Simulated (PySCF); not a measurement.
C4H6BFO.

```xyz
13

C     -2.1753    -1.3026    -0.7443
B     -1.1971    -0.2204    -0.2117
C     -1.2898     1.2765     0.3507
O      0.1725     1.2806     0.5092
C      0.3181    -0.0107     0.0331
C      1.4659    -0.6986    -0.1034
F      2.6626    -0.2051     0.2151
H     -2.6816    -0.9232    -1.6516
H     -2.9831    -1.4872    -0.0135
H     -1.6993    -2.2627    -0.9931
H     -1.7896     1.4349     1.3225
H     -1.6113     2.0732    -0.3428
H      1.4935    -1.7206    -0.4893
```

Coordinates come from a B3LYP-D3(BJ)/def2-SVP optimisation. The structure was generated by enumeration; whether it is a known compound was not checked.

Method: PySCF with PBE/pcSseg-1. Non-relativistic, no solvent.

Computed absolute GIAO shielding of each atom: isotropic value and principal components (ppm):
```csv
atom,σ(iso),σ11,σ22,σ33,span
C1,174.6,152.8,181.0,190.1,37.4
B2,16.7,-46.3,-9.2,105.7,152.0
C3,97.8,64.5,78.2,150.8,86.2
O4,193.1,113.5,210.5,255.3,141.9
C5,18.9,-46.9,22.7,80.8,127.7
C6,36.7,-32.4,65.2,77.2,109.6
F7,279.9,174.3,218.6,446.7,272.4
H8,30.2,27.0,27.7,36.0,9.1
H9,30.2,26.9,27.8,35.8,8.9
H10,30.0,26.8,28.5,34.8,8.0
H11,26.6,23.6,25.5,30.6,6.9
H12,26.6,23.7,25.5,30.5,6.9
H13,24.5,22.4,23.4,27.7,5.3
```
